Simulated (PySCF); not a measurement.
This PySCF input asks for the NMR shieldings of `[F][GeH3]`, FGeH₃; the geometry comes from GFN2-xTB.

```python
import basis_set_exchange as bse
import numpy as np
from pyscf import gto, dft
from pyscf.prop import nmr

atoms = """
F     1.573341   -0.119533    0.243893
Ge   -0.135152    0.011047   -0.025174
H    -0.724940   -0.441908    1.269648
H    -0.328802    1.460406   -0.327732
H    -0.375824   -0.907159   -1.177821
"""
names = dict.fromkeys(["F", "Ge", "H"], "pcSseg-1")
basis = {el: gto.basis.parse(bse.get_basis(n, elements=[el], fmt="nwchem")) for el, n in names.items()}
mol = gto.M(atom=atoms, basis=basis, charge=0, verbose=0)
mf = dft.RKS(mol, xc="PBE0")
mf.grids.level = 2
mf.grids.alignment = dft.numint.BLKSIZE   # the property module wants whole blocks of grid points
mf.conv_tol = 1e-9
mf.kernel()

calc = nmr.RKS(mf)   # GIAO
C = mf.mo_coeff
Co = C[:, mf.mo_occ > 0]
resp = mf.gen_response(singlet=True, hermi=2)
def vind(x):   # induced exchange potential for any number of trial vectors
    d = np.einsum("pi,xij,qj->xpq", C, 2 * x.reshape(-1, C.shape[1], Co.shape[1]), Co, optimize=True)
    return np.einsum("xpq,pi,qj->xij", resp(d - d.transpose(0, 2, 1)), C, Co, optimize=True).ravel()
mo1, _ = nmr.rhf.solve_mo1(calc, with_cphf=vind)
sigma = calc.kernel(mo1)
for i, s in enumerate(sigma):   # ppm
    w = np.linalg.eigvalsh((s + s.T) / 2)
    print("%2d %-2s iso %8.1f  s11 %8.1f  s22 %8.1f  s33 %8.1f" % (i, mol.atom_pure_symbol(i), w.mean(), *w))
```

Q: Give the expected output.

A: 
```
 0 F  iso    456.4  s11    398.4  s22    485.3  s33    485.4
 1 Ge iso   1347.9  s11   1227.4  s22   1227.5  s33   1588.9
 2 H  iso     26.4  s11     20.0  s22     22.3  s33     37.0
 3 H  iso     26.4  s11     20.0  s22     22.3  s33     37.0
 4 H  iso     26.4  s11     20.0  s22     22.3  s33     37.0
```

These numbers come from an equivalent density-fitted implementation of the same equations, which agrees with the script to about 0.01 ppm for H and up to a few tenths of a ppm for heavy atoms, so last digits may differ.

Relativistic effects, spin–orbit coupling among them, are left out; they matter for Ge and for the light atoms bonded to it.

Size and cost of the density-fitted run: 73 basis functions, 2.8 s wall time on 1 thread of an Arm Neoverse V1, shared host.
